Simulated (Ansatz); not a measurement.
Program: Ansatz. Geometries: PBE0-D4/def2-TZVP. ΔE: electronic, gas phase. CCSD(T)/CBS is the MP2 limit (def2-TZVPP, def2-QZVPP) plus CCSD(T) − MP2 in def2-TZVPP, frozen cores. This one scheme is used for every species, atoms too. For atomizations the MP2-based limit and the directly extrapolated one differ by several kJ/mol either way, and by 10 to 25 for some Ge, Se and Sn compounds, so smaller differences from it don't rank the levels. DFT in def2-TZVPP. Open shells (•) are unrestricted, without spin–orbit coupling. Spin–orbit coupling would lower the free atoms: a little for C, F. Each species was taken in one conformer, which may not be the lowest.

Reaction (atomization): `FC(F)C(F)(F)C(F)C(F)(F)F` → 4 C• + 8 F• + 2 H•

```tsv
species	PBE-D4 energy (Eh)
`FC(F)C(F)(F)C(F)C(F)(F)F`	-951.86632
C•	-37.79597
F•	-99.66912
H•	-0.49962
```

**Question.** Work out ΔE.

**Answer.** ΔE = 8 × (-99.66912) + 4 × (-37.79597) + 2 × (-0.49962) − (-951.86632) = 2.33024 Eh = +6118.0 kJ/mol. CCSD(T)/CBS gives +5809.2 kJ/mol.

Largest T1 diagnostic among the species: 0.012.

From PBE to PBE0 (25 % exact exchange), in def2-TZVPP and without D4, ΔE moves by −243.6 kJ/mol: exact exchange takes away binding that semilocal exchange gives to molecules. Leaving LDA and LC-ωPBE aside and taking each functional with its dispersion term where it has one, the values, not all of them listed here, spread over 674.9 kJ/mol, from BHLYP-D4 to PBE-D4. LDA lies +1068.2 kJ/mol from PBE without D4, its usual overbinding. In def2-TZVPP, CCSD(T) changes the Hartree–Fock value by +1719.5 kJ/mol (the triples alone add +134.9 kJ/mol) and MP2 by +2004.2 kJ/mol; breaking electron pairs costs correlation energy, which Hartree–Fock lacks.
